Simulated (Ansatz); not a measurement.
**Question.** Name a neutral molecule of C, Mo, N, O, S and H with LUMO energy (ωB97M-V/def2-TZVPP) between -1.05 and -0.75 eV and HOMO–LUMO gap (ωB97M-V/def2-TZVPP) between 7.80 and 8.10 eV (Ansatz, PBE0-D4/def2-TZVP geometry).

**Answer.** `C[N](C)[Mo]([OH])(=[S])=[S]` (-0.95 eV, 8.07 eV). Other molecules can fit too; these were computed, each in one conformer that needn't be the lowest.
